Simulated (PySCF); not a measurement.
SMILES [SH][InH][SH], PBE0/def2-SVP optimised geometry.

```
6

In    -0.15     0.40     0.00
H     -1.11     1.82     0.00
S      2.25     0.40     0.00
H      2.34     1.75     0.00
S     -1.06    -1.82     0.00
H     -2.34    -1.39     0.00
```

Density from PBE0/def2-TZVP, def2 effective core potentials past Kr (PySCF 2.14.0) at that geometry. The core electrons that the potentials of In replace are not part of the density.

Minimum of the electron density along straight lines between bonded atoms, close to the bond critical point (lines longer than 1.1 times the sum of covalent radii, or with two minima, are not listed):

```json
[
 {"bond": "In1–H2", "length / Å": "1.717", "ρ at the minimum / e bohr⁻³": "?", "∇²ρ there / e bohr⁻⁵": "?", "position (fraction from the first atom)": "0.64"},
 {"bond": "In1–S3", "length / Å": "2.403", "ρ at the minimum / e bohr⁻³": "0.082", "∇²ρ there / e bohr⁻⁵": "0.13", "position (fraction from the first atom)": "0.48"},
 {"bond": "S3–H4", "length / Å": "1.352", "ρ at the minimum / e bohr⁻³": "0.209", "∇²ρ there / e bohr⁻⁵": "-0.58", "position (fraction from the first atom)": "0.64"},
 {"bond": "In1–S5", "length / Å": "2.402", "ρ at the minimum / e bohr⁻³": "0.082", "∇²ρ there / e bohr⁻⁵": "0.13", "position (fraction from the first atom)": "0.48"},
 {"bond": "S5–H6", "length / Å": "1.352", "ρ at the minimum / e bohr⁻³": "0.209", "∇²ρ there / e bohr⁻⁵": "-0.58", "position (fraction from the first atom)": "0.64"}
]
```

Question: What belongs in the gaps?

Answer: 
- In1–H2, ρ at the minimum / e bohr⁻³: 0.107
- In1–H2, ∇²ρ there / e bohr⁻⁵: 0.10
